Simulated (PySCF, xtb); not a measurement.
CH₄N, SMILES C[NH], multiplicity 2.

The structure is a stationary point at B3LYP-D3(BJ)/def2-TZVP. The isomer is the one that the SMILES or the coordinates give; other isomers of the formula were not compared.

Calculation: C-PCM-ωB97X/def2-TZVPD (PySCF).

The values are the electrostatic part of the solvation free energy, E(continuum) − E(gas) at the gas-phase geometry, in a cavity of scaled van der Waals radii (PySCF's table); cavitation and dispersion terms are not included. The dipole moment in vacuum is 2.00 D.

```csv
solvent,ε,ΔG(elec) (kcal/mol),dipole (D)
water,78.36,-4.5,2.63
chlorobenzene,5.70,?,?
toluene,2.37,-2.4,2.33
```

Problem. Fill in the missing entries. (Estimate from the structure and the level; the computed values follow.)

Solution. 
- chlorobenzene, ΔG(elec) (kcal/mol): -3.6
- chlorobenzene, dipole (D): 2.50

For comparison, GFN2-xTB/ALPB(water) (xtb, at the GFN2-xTB geometry, all terms of that model) gives -4.2 kcal/mol.
